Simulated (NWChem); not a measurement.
Species: CH₄Se₂; SMILES [SeH]C[SeH]

```xyz
7

Se     0.1003    -0.0482    -1.6736
C     -0.8896     0.0932     0.0000
Se     0.1003    -0.0482     1.6736
H      0.7950     1.2379    -1.5130
H     -1.5789    -0.7628     0.0000
H     -1.4941     1.0081     0.0000
H      0.7950     1.2379     1.5130
```
Atoms are numbered in this order, from 1.

Program: NWChem. All runs use the structure optimised with PBE0/def2-SVP.

Q: Among these, which level gives the highest value of “highest occupied level (eV)”?
(A) Hartree-Fock/STO-3G
(B) Hartree-Fock/pcseg-1
(C) Hartree-Fock/def2-SVP
(D) Hartree-Fock/aug-pcseg-1

A: A, Hartree-Fock/STO-3G. Values: Hartree-Fock/aug-pcseg-1 -9.08; Hartree-Fock/pcseg-1 -9.06; Hartree-Fock/def2-SVP -8.96; Hartree-Fock/STO-3G -7.00
